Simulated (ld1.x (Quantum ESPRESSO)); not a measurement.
**Logarithmic derivatives: molybdenum, TM**

```
Element                 : Mo
Generator               : ld1.x (Quantum ESPRESSO) 7.5
Type                    : norm-conserving Troullier–Martins (Kleinman–Bylander form)
Functional              : LDA (PZ)
Relativity              : scalar-relativistic
Frozen core             : [Ar] 3d10 4s2
Valence charge          : 12
Reference configuration : 4p6 4d5 5s1 5p0
Partial waves           : 5s (bound): rc 2.80 bohr; 4p (bound): rc 1.80 bohr; 4d (bound): rc 1.95 bohr
Local potential         : the d channel
Core correction         : a·sin(br)/r model core inside 1.60 bohr
```

The phase is arctan(r·u′/u) with u = r·R(r), unwrapped; energies in Ry, scanned from -5 to 5 Ry. A pole is an energy at which the radial function vanishes at the test radius. The pseudo phase is shifted by a multiple of π to meet the all-electron one at the reference energy, and phase errors are pseudo minus all-electron; the curves can meet again beyond the range given. Levels narrower than the energy grid can be missing from the lists of poles.

Problem. For each channel, where are the poles, and over which energies does the pseudopotential scatter like the atom?

Solution.

```json
{"channel": "s", "radius (bohr)": "3.06", "reference energy (Ry)": "-0.32", "poles, all-electron": "-4.72, 1.30", "poles, pseudo": "1.16, 4.46", "unbroken range about the reference energy with phases within 0.05 rad": "-4.7 to 1.7", "phase error 1 Ry above the reference energy (rad)": "-0.013"}
{"channel": "p", "radius (bohr)": "3.06", "reference energy (Ry)": "-2.84", "poles, all-electron": "-2.81, 2.26", "poles, pseudo": "-2.81, 2.21", "unbroken range about the reference energy with phases within 0.05 rad": "below 4.1", "phase error 1 Ry above the reference energy (rad)": "-0.000"}
{"channel": "d", "radius (bohr)": "3.06", "reference energy (Ry)": "-0.29", "poles, all-electron": "-0.02, 4.12", "poles, pseudo": "-0.02, 4.16", "unbroken range about the reference energy with phases within 0.05 rad": "the whole range", "phase error 1 Ry above the reference energy (rad)": "+0.001"}
```

Note: ghost state, extra bound levels that the all-electron valence spectrum of the same l lacks: s at -74.1 eV. A true bound ghost makes a file unfit for plane-wave use.

Phases in the s channel:

```json
{"E (Ry)": "-5.00", "all-electron": "1.405", "pseudo": "-1.728"}
{"E (Ry)": "-4.74", "all-electron": "-0.724", "pseudo": "-1.734"}
{"E (Ry)": "-4.48", "all-electron": "-1.732", "pseudo": "-1.740"}
{"E (Ry)": "-4.22", "all-electron": "-1.742", "pseudo": "-1.746"}
{"E (Ry)": "-3.96", "all-electron": "-1.750", "pseudo": "-1.753"}
{"E (Ry)": "-3.70", "all-electron": "-1.759", "pseudo": "-1.762"}
{"E (Ry)": "-3.44", "all-electron": "-1.768", "pseudo": "-1.771"}
{"E (Ry)": "-3.18", "all-electron": "-1.779", "pseudo": "-1.781"}
{"E (Ry)": "-2.92", "all-electron": "-1.791", "pseudo": "-1.794"}
{"E (Ry)": "-2.66", "all-electron": "-1.806", "pseudo": "-1.808"}
{"E (Ry)": "-2.40", "all-electron": "-1.824", "pseudo": "-1.827"}
{"E (Ry)": "-2.14", "all-electron": "-1.846", "pseudo": "-1.849"}
{"E (Ry)": "-1.88", "all-electron": "-1.875", "pseudo": "-1.878"}
{"E (Ry)": "-1.62", "all-electron": "-1.915", "pseudo": "-1.918"}
{"E (Ry)": "-1.36", "all-electron": "-1.972", "pseudo": "-1.975"}
{"E (Ry)": "-1.10", "all-electron": "-2.061", "pseudo": "-2.064"}
{"E (Ry)": "-0.84", "all-electron": "-2.220", "pseudo": "-2.223"}
{"E (Ry)": "-0.58", "all-electron": "-2.558", "pseudo": "-2.561"}
{"E (Ry)": "-0.32", "all-electron": "-3.286", "pseudo": "-3.286"}
{"E (Ry)": "-0.06", "all-electron": "-4.009", "pseudo": "-4.013"}
{"E (Ry)": "0.20", "all-electron": "-4.345", "pseudo": "-4.352"}
{"E (Ry)": "0.46", "all-electron": "-4.505", "pseudo": "-4.515"}
{"E (Ry)": "0.72", "all-electron": "-4.597", "pseudo": "-4.611"}
{"E (Ry)": "0.98", "all-electron": "-4.658", "pseudo": "-4.676"}
{"E (Ry)": "1.24", "all-electron": "-4.704", "pseudo": "-4.728"}
{"E (Ry)": "1.50", "all-electron": "-4.740", "pseudo": "-4.775"}
{"E (Ry)": "1.76", "all-electron": "-4.773", "pseudo": "-4.824"}
{"E (Ry)": "2.02", "all-electron": "-4.804", "pseudo": "-4.885"}
{"E (Ry)": "2.28", "all-electron": "-4.835", "pseudo": "-4.976"}
{"E (Ry)": "2.54", "all-electron": "-4.870", "pseudo": "-5.167"}
{"E (Ry)": "2.80", "all-electron": "-4.912", "pseudo": "-5.832"}
{"E (Ry)": "3.06", "all-electron": "-4.965", "pseudo": "-7.156"}
{"E (Ry)": "3.32", "all-electron": "-5.042", "pseudo": "-7.553"}
{"E (Ry)": "3.58", "all-electron": "-5.164", "pseudo": "-7.690"}
{"E (Ry)": "3.84", "all-electron": "-5.393", "pseudo": "-7.761"}
{"E (Ry)": "4.10", "all-electron": "-5.889", "pseudo": "-7.808"}
{"E (Ry)": "4.36", "all-electron": "-6.685", "pseudo": "-7.842"}
{"E (Ry)": "4.62", "all-electron": "-7.201", "pseudo": "-7.871"}
{"E (Ry)": "4.88", "all-electron": "-7.437", "pseudo": "-7.898"}
```
